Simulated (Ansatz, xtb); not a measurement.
The molecule CrS, multiplicity 7 (not the ground state: that is measured with 2S+1 = 5). No spin–orbit coupling. Cr is treated without relativity.

The constants come from a fifth-degree fit in 1/R (seven points, main isotopes). Runs in def2 and cc sets follow the lowest solution found near the PBE0 minimum.

Codes used: Ansatz (Gaussian basis) for Hartree–Fock, density functionals and correlated methods; xtb for the GFN methods. Values without a source in brackets are computed. The GFN methods have no spin term and hold the electronic entropy of 300 K.

```csv
level,r_e (Å),ω_e (cm⁻¹),B_e (cm⁻¹),α_e (cm⁻¹),dipole (D)
GFN2-xTB,2.351,331,0.154,0.00088,-
SVWN5/def2-TZVPP,2.246,390,0.169,0.00093,3.80
PBE/def2-TZVPP,2.296,366,0.162,0.00093,4.00
r2SCAN/def2-TZVPP,2.298,371,0.161,0.00091,4.32
B97M-V/def2-TZVPP,2.321,361,0.158,0.00091,4.56
B3LYP/def2-TZVPP,2.325,356,0.158,0.00091,4.75
PBE0/def2-TZVPP,2.311,364,0.159,0.00091,4.99
BHLYP/def2-TZVPP,2.346,349,0.155,0.00092,5.82
CAM-B3LYP/def2-TZVPP,2.317,365,0.159,0.00088,5.24
wB97X-V/def2-TZVPP,2.320,366,0.158,0.00086,5.59
wB97M-V/def2-TZVPP,2.322,362,0.158,0.00088,5.43
B2PLYP/def2-TZVPP,2.319,362,0.158,0.00088,-
```

Correlated levels freeze the inner cores; with def2 sets outer-core shells near the valence are correlated too.

Ansatz is an electronic-structure program.
